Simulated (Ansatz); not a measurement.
A CCSD(T) single point on `O=C(S)BF`.

```yaml
crystal:
  periodic: [false, false, false]
  atoms:
    - {symbol: O, position_ang: [0.512798, -1.880518, 0.371460]}
    - {symbol: C, position_ang: [0.199146, -0.721080, 0.364371]}
    - {symbol: S, position_ang: [-0.015642, 0.188787, 1.894679]}
    - {symbol: B, position_ang: [-0.031407, 0.137942, -0.963029]}
    - {symbol: F, position_ang: [0.855222, 0.033916, -1.919829]}
    - {symbol: H, position_ang: [-0.489618, 1.305004, 1.314663]}
    - {symbol: H, position_ang: [-0.969199, 0.867851, -1.107913]}
basis:
  gaussian: {orbitals: def2-TZVPP}
correlation: {method: ccsd_t}
output: {orbitals: {seedname: orbitals}}
```

```sh
$ ansatz run in.yaml --threads 2 --pin off --events-out ev --progress --plain --max-ram 4352MiB
```

Output of Ansatz, abridged:

```
Functional definition: HF
1202 factors; integrals over basis functions are off by at most 9.1e-4 eV
mean field evaluation 1: about -17293.7560 eV, gradient 4.4e1 eV
mean field evaluation 2: about -17293.9844 eV, gradient 4.4e1 eV
mean field evaluation 4: about -17298.1637 eV, gradient 4.6e0 eV
mean field evaluation 8: about -17298.2934 eV, gradient 7.6e-1 eV
mean field evaluation 16: about -17298.3007 eV, gradient 2.7e-6 eV
mean field -17298.30070092 eV, -635.7008255496 hartree, gradient 2.7e-6 eV, S^2 0.000000; 0 other end points of the search recorded, 0 dependent functions left out
9 core orbitals not correlated: weight in the atoms' cores, before any rotation towards them, 1.000 or more for the frozen orbitals, at most 0.000 for the correlated occupied ones
reference -17298.30070092 eV, -635.7008255496 hartree; 14, 14 occupied and 171, 171 virtual orbitals, 1202 factors
second order -24.48342299 eV of doubles, -0.00000000 eV of singles
cycle   1  -24.35383473 eV  change    1.3e-1 eV  update   1.3e-1
cycle   2  -25.00205549 eV  change   -6.5e-1 eV  update   4.3e-2
cycle   3  -25.18280022 eV  change   -1.8e-1 eV  update   2.4e-2
cycle   4  -25.16487698 eV  change    1.8e-2 eV  update   7.1e-3
cycle   5  -25.15835484 eV  change    6.5e-3 eV  update   3.5e-3
cycle   6  -25.16074757 eV  change   -2.4e-3 eV  update   1.5e-3
cycle   7  -25.16003957 eV  change    7.1e-4 eV  update   6.2e-4
cycle   8  -25.15981278 eV  change    2.3e-4 eV  update   2.7e-4
cycle   9  -25.15993189 eV  change   -1.2e-4 eV  update   1.3e-4
cycle  10  -25.15993230 eV  change   -4.1e-7 eV  update   5.2e-5
cycle  11  -25.15990801 eV  change    2.4e-5 eV  update   3.1e-5
perturbative correction -1.08273589 eV, -0.0397898101 hartree
Total energy: -17324.54334482 eV, -636.6652249250 hartree
```

Run time 88 s (2 threads of an Arm Neoverse V1 on a shared host); peak host memory 2.3 GiB.

Correlation energy per correlated electron: -0.937 eV. T1 diagnostic: 0.0174.
